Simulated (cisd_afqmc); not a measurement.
Input (AFQMC/CISD/cc-pVDZ; cisd_afqmc is a phaseless AFQMC code with CISD trial states that reads the integrals written by Ansatz):

Ansatz 0.2 input:
```python
import cisd_afqmc

open("ham.yaml", "w").write("""\
crystal:
  periodic: [false, false, false]
  atoms:
    - {symbol: Ge, position_ang: [-0.00000000, -0.00000000, -0.04867710]}
    - {symbol: H, position_ang: [0.00000000, 0.00000000, 1.55766720]}
basis:
  gaussian:
    orbitals: cc-pVDZ
magnetization: {spin_polarized: true, initial_magnetization: 1}
correlation: {method: ccsd, electrons: outside_noble_gas, hamiltonian_folder: ham}
""")
rep = cisd_afqmc.ansatz("ham.yaml")
e_ccsd = rep["correlation"]["coupled_cluster"]["energy"]["hartree"]
out = cisd_afqmc.run("ham", e_ccsd, trial="CISD", walkers=200, populations=8, threads=8, dt=0.005, steps=40, early=24, settle=10, least=32,
    cut=5e-5, rank_cut=2e-4, target=0.0004, seconds=1500, seed=1, memory=17280, gpu=False)
```

Output:

```
orbitals 18, occupied [3, 2], factors 78 of 373, rank of the doubles 51 of 77
E(HF) = -2075.862585
E(CCSD) on the cut factors = -2075.945051, shift to the whole factors -0.000011
Energy of the trial state on the determinant = -2075.944961
  tau behind 7.2 of longer steps, mean of the populations' last blocks
   2.0  -2075.94675
   4.0  -2075.94665
   6.0  -2075.94701
   8.0  -2075.94757
blocks 378 (2 outliers left out), error by blocks joined: 1: 0.00003, 2: 0.00004, 4: 0.00005, 8: 0.00005, 16: 0.00006
E(AFQMC/CISD) = -2075.94692 +/- 0.00006
```
